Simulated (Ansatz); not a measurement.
Species: CHO2, charge -1, multiplicity 1. 
Structure (B3LYP-D3(BJ)/def2-TZVP (Ansatz, a first-principles code) minimum search):
```
C
O 1 1.2488
O 1 1.2488 2 130.63
H 1 1.1416 2 114.69 3 180.00
```
Charge -1, spin multiplicity 1.

Basis-set convergence of Hartree-Fock and CCSD correlation energies (hartree) with Ansatz. Correlated levels leave the core frozen unless marked. No spin-orbit coupling. No relativistic terms.

| basis | functions | E(HF) | E(corr, CCSD) |
|---|---|---|---|
| aug-cc-pVDZ | 78 | -188.22998 | -0.54568 |
| aug-cc-pVTZ | 161 | … | … |

Task: Some entries are withheld; supply them.

Result: 
- aug-cc-pVTZ, E(HF): -188.27446
- aug-cc-pVTZ, E(corr, CCSD): -0.65194
